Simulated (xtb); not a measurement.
CH$_{3}$Cl, charge +1, doublet, from a rough starting geometry (a state made from the parent by changing its charge; the spin is typed, not shown lowest); GFN2-xTB run with xtb.

xtb was given this input:
```
$ xtb mol.xyz --gfn 2 --chrg 1 --uhf 1 --opt vtight --json

# file mol.xyz
5

C     -0.16750206     0.00305269     0.00399725
Cl     1.62620637     0.00519667     0.08694978
H     -0.47377690    -0.64762438    -0.83327917
H     -0.44186846    -0.35829668     0.90977118
H     -0.55744139     1.02116842    -0.17700882
```

Question: Predict the main parts of the log of this xtb run.

Answer: 
```
   ID    Z sym.   atoms
    1    6 C      1
    2   17 Cl     2
    3    1 H      3-5

           -------------------------------------------------
          |                Calculation Setup                |
           -------------------------------------------------

           -------------------------------------------------
          |                 G F N 2 - x T B                 |
           -------------------------------------------------

          ...................................................
          :                      SETUP                      :
          :.................................................:
          :  # basis functions                  17          :
          :  # atomic orbitals                  16          :
          :  # shells                            8          :
          :  # electrons                        13          :
          :  max. iterations                   250          :
          :  Hamiltonian                  GFN2-xTB          :
          :  restarted?                      false          :
          :  GBSA solvation                  false          :
          :  PC potential                    false          :
          :  electronic temp.          300.0000000     K    :
          :  accuracy                    1.0000000          :
          :  -> integral cutoff          0.2500000E+02      :
          :  -> integral neglect         0.1000000E-07      :
          :  -> SCF convergence          0.1000000E-05 Eh   :
          :  -> wf. convergence          0.1000000E-03 e    :
          :  Broyden damping             0.4000000          :
          :  net charge                          1          :
          :  unpaired electrons                  1          :
          ...................................................

 iter      E             dE          RMSdq      gap      omega  full diag
   1     -7.6375559 -0.763756E+01  0.499E+00    6.42       0.0  T
   2     -7.6859131 -0.483572E-01  0.334E+00    7.42       1.0  T
   3     -7.7074229 -0.215098E-01  0.177E+00    7.18       1.0  T
   4     -7.7080814 -0.658471E-03  0.986E-01    7.30       1.0  T
   5     -7.7100897 -0.200838E-02  0.329E-01    7.29       1.0  T
   6     -7.7102211 -0.131365E-03  0.256E-01    7.30       1.0  T
   7     -7.7103248 -0.103665E-03  0.164E-01    7.34       1.0  T
   8     -7.7103822 -0.574424E-04  0.455E-02    7.38       1.0  T
   9     -7.7103826 -0.374637E-06  0.239E-02    7.38       1.9  T
[...]
         :: total energy              -7.646557487328 Eh    ::
 * total energy  :    -7.6465575 Eh     change       -0.8095746E-11 Eh
 * total energy  :    -7.6525332 Eh     change       -0.5975751E-02 Eh
 * total energy  :    -7.6536505 Eh     change       -0.1117231E-02 Eh
 * total energy  :    -7.6538240 Eh     change       -0.1735673E-03 Eh
 * total energy  :    -7.6538532 Eh     change       -0.2912861E-04 Eh
 * total energy  :    -7.6538597 Eh     change       -0.6562355E-05 Eh
 * total energy  :    -7.6538609 Eh     change       -0.1191928E-05 Eh
 * total energy  :    -7.6538610 Eh     change       -0.1036311E-06 Eh
 * total energy  :    -7.6538611 Eh     change       -0.3664507E-07 Eh
   *** GEOMETRY OPTIMIZATION CONVERGED AFTER 9 ITERATIONS ***
         :: total energy              -7.653861059998 Eh    ::
[...]
        15                         -0.0600924              -1.6352
        16                         -0.0600483              -1.6340
      -------------------------------------------------------------
                  HL-Gap            0.2914818 Eh            7.9316 eV
             Fermi-level           -0.6247930 Eh          -17.0015 eV

     #   Z          covCN         q      C6AA      α(0)
     1   6 C        3.659    -0.074    22.227     6.765
     2  17 Cl       0.891     0.379    88.520    14.394
     3   1 H        0.923     0.232     0.951     1.525
     4   1 H        0.923     0.232     0.951     1.525
     5   1 H        0.923     0.232     0.951     1.525

 Mol. C6AA /au·bohr⁶  :        290.246843
 Mol. C8AA /au·bohr⁸  :       9262.084369
 Mol. α(0) /au        :         25.735210

Wiberg/Mayer (AO) data.
largest (>0.10) Wiberg bond orders for each atom

 ---------------------------------------------------------------------------
     #   Z sym  total        # sym  WBO       # sym  WBO       # sym  WBO
 ---------------------------------------------------------------------------
     1   6 C    3.688 --     2 Cl   1.107     4 H    0.860     3 H    0.860
                             5 H    0.860
     2  17 Cl   1.175 --     1 C    1.107
     3   1 H    0.886 --     1 C    0.860
     4   1 H    0.886 --     1 C    0.860
     5   1 H    0.886 --     1 C    0.860
 ---------------------------------------------------------------------------

Topologies differ in total number of bonds
Writing topology from bond orders to xtbtopo.mol

molecular dipole:
                 x           y           z       tot (Debye)
 q only:        0.510       0.019       0.012
   full:        0.962       0.028       0.025       2.448
molecular quadrupole (traceless):
                xx          xy          yy          xz          yz          zz
 q only:        2.780       0.088      -1.391       0.120       0.003      -1.389
  q+dip:        4.036       0.131      -2.019       0.174       0.004      -2.017
   full:        4.477       0.144      -2.239       0.193       0.004      -2.237

optimized geometry written to: xtbopt.xyz

           -------------------------------------------------
          | TOTAL ENERGY               -7.653861059998 Eh   |
          | GRADIENT NORM               0.000020881553 Eh/α |
          | HOMO-LUMO GAP               7.931624613776 eV   |
           -------------------------------------------------

normal termination of xtb
```
